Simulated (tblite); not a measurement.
Parent: `[CH3:1][C:2](=[O:3])[c:4]1[n:5][n:6]([CH3:7])[n:8][c:9]1[CH3:10]` with C1–C2–C4–N5 -1°, C6H9N3O.

Structures optimised with GFN2-xTB, isolated species. One conformer each, not checked by frequencies here.

```csv
coordinate of the parent,value
C1–C2,1.505 Å
C2=O3,1.212 Å
C2–C4,1.463 Å
C4–N5,1.338 Å
N5–N6,1.301 Å
N6–C7,1.431 Å
N6–N8,1.317 Å
N8–C9,1.326 Å
C9–C10,1.478 Å
C4–C9,1.417 Å
C1–C2–O3,123.4°
C1–C2–C4,114.7°
O3–C2–C4,121.9°
C2–C4–N5,123.9°
C2–C4–C9,128.7°
N5–C4–C9,107.4°
C4–N5–N6,105.0°
N5–N6–C7,122.8°
N5–N6–N8,115.2°
C7–N6–N8,122.1°
N6–N8–C9,105.3°
N8–C9–C10,123.6°
C4–C9–N8,107.2°
C4–C9–C10,129.2°
```

Problem. How does the shared frame change in `[CH3:1][c:2]1[n:3][n:4]([CH3:5])[n:6][c:7]1[SiH3:8]`, C4H9N3Si? Atoms pair as C4 = C7, N5 = N6, N6 = N4, C7 = C5, N8 = N3, C9 = C2, C10 = C1 (parent first).

Solution. 
```tsv
parent	relative	value in the relative	change
C4–N5	C7–N6	1.332 Å	-0.006
N5–N6	N6–N4	1.310 Å	+0.009
N6–C7	N4–C5	1.430 Å	-0.001
N6–N8	N4–N3	1.316 Å	-0.001
N8–C9	N3–C2	1.326 Å	0.000
C9–C10	C2–C1	1.482 Å	+0.004
C4–C9	C7–C2	1.413 Å	-0.004
N5–C4–C9	N6–C7–C2	106.9°	-0.5
C4–N5–N6	C7–N6–N4	105.6°	+0.6
N5–N6–C7	N6–N4–C5	122.8°	0.0
N5–N6–N8	N6–N4–N3	114.6°	-0.6
C7–N6–N8	C5–N4–N3	122.6°	+0.5
N6–N8–C9	N4–N3–C2	104.9°	-0.4
N8–C9–C10	N3–C2–C1	123.3°	-0.3
C4–C9–N8	C7–C2–N3	108.1°	+0.9
C4–C9–C10	C7–C2–C1	128.6°	-0.6
```

Of the parent's bonds, N5–N6 changes most (+0.009 Å). Bonds of the relative outside the shared frame: C7–Si8 1.868 Å.

Problem. How does the shared frame change in `[CH3:1][c:2]1[n:3][n:4]([CH3:5])[n:6][c:7]1[CH3:8]`, C5H9N3? Atoms pair as C2 = C1, C4 = C2, N5 = N3, N6 = N4, C7 = C5, N8 = N6, C9 = C7, C10 = C8 (parent first).

Solution. 
```tsv
parent	relative	value in the relative	change
C2–C4	C1–C2	1.483 Å	+0.020
C4–N5	C2–N3	1.328 Å	-0.010
N5–N6	N3–N4	1.314 Å	+0.013
N6–C7	N4–C5	1.430 Å	-0.001
N6–N8	N4–N6	1.314 Å	-0.003
N8–C9	N6–C7	1.328 Å	+0.002
C9–C10	C7–C8	1.483 Å	+0.005
C4–C9	C2–C7	1.409 Å	-0.008
C2–C4–N5	C1–C2–N3	123.5°	-0.4
C2–C4–C9	C1–C2–C7	128.9°	+0.2
N5–C4–C9	N3–C2–C7	107.6°	+0.2
C4–N5–N6	C2–N3–N4	105.1°	+0.1
N5–N6–C7	N3–N4–C5	122.7°	-0.1
N5–N6–N8	N3–N4–N6	114.6°	-0.6
C7–N6–N8	C5–N4–N6	122.6°	+0.5
N6–N8–C9	N4–N6–C7	105.1°	-0.2
N8–C9–C10	N6–C7–C8	123.5°	-0.1
C4–C9–N8	C2–C7–N6	107.6°	+0.4
C4–C9–C10	C2–C7–C8	129.0°	-0.2
```

Of the parent's bonds, C2–C4 changes most (+0.020 Å).

The numbers are calculated, not measured.
